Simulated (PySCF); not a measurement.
# Structure from NMR data

The spectra below were simulated for a compound C$_{4}$H$_{9}$O$_{2}$PSi.

¹H NMR (600 MHz, computed): δ 4.43 (m, 3H), 3.99 (s, 3H), 2.89 (m, 3H).

¹³C{¹H} NMR (computed): δ 222.5 (C), 184.3 (C), 53.3 (CH3), 29.8 (CH3).

Calculated, not measured (PySCF 2.14.0 with density-fitted response routines): σ from GIAO-PBE0/pcSseg-1, structure optimised with GFN2-xTB. No solvent model, relativity neglected, one conformer, one averaged value for each set of equivalent atoms.

Scale: ¹H (σ = 31.72 ppm) and ¹³C (σ = 186.93 ppm) against TMS (reference shieldings calculated alike).

Q: What is the structure?

A: 
4 carbon signals for 4 carbons: no two carbons are equivalent. Carbon types of the structure: 2 × C, 2 × CH3, leaving 3 H on heteroatoms. δC 222.5: carbon double-bonded to a heavier main-group atom. δC 184.3: carbonyl carbon. δC 53.3: methyl carbon bonded to O; pulled downfield by the heteroatom. δC 29.8: methyl carbon; a saturated carbon with 1 carbon neighbour and no heteroatom attached. δH 4.43: hydrogen on a silicon bonded to C. δH 3.99: hydrogen on a methyl carbon bonded to O; its carbon carries O, which withdraws density. δH 2.89: hydrogen on a methyl carbon.

Structure: SMILES COC(=O)/P=C(\C)[SiH3].

The data come from this structure; uniqueness wasn't tested.

Splittings by ³¹P in the carbon and heteronuclear signals aren't shown, as no couplings were computed. Shifts are as computed. Against solution values, carbons near 30 ppm lie about +3 ppm off and those near 130 ppm about +5 ppm. Of 1211 compounds with measured shifts, 218 miss one by over three times the rms of a fit or turn the order of signals round; such compounds aren't used in these exercises. Multiplicities follow the n + 1 count of equivalent neighbours, as no J values were calculated; m marks all less simple cases, F and P coupling included.
